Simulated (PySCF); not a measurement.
Electron correlation in Be (beryllium, neutral)

[He] 2s2, closed-shell 1S. Computed with PySCF 2.14 in def2-TZVP (5s3p1d, 19 functions), with no relativity, point nucleus. Frozen: 1s2; 2 electrons correlated.

Total MP2 correlation energy: -26.08 mhartree.

Same-spin part 0.00 and opposite-spin part -26.08 mhartree; SCS-MP2 scales them by 1/3 and 6/5 to -31.29 mhartree.

With two correlated electrons CCSD is exact within the correlated space (frozen core and kept virtual orbitals).

```
level  correlation energy (mhartree)
 CCSD                         -45.09
```

Diagnostics: T1 = 0.021, D1 = 0.0290, largest double amplitude 0.149.

Q: Is a single reference adequate?

A: Mostly. T1 lies below 0.03, but a double amplitude of this size points to a near-degeneracy that CCSD handles and MP2 describes poorly.
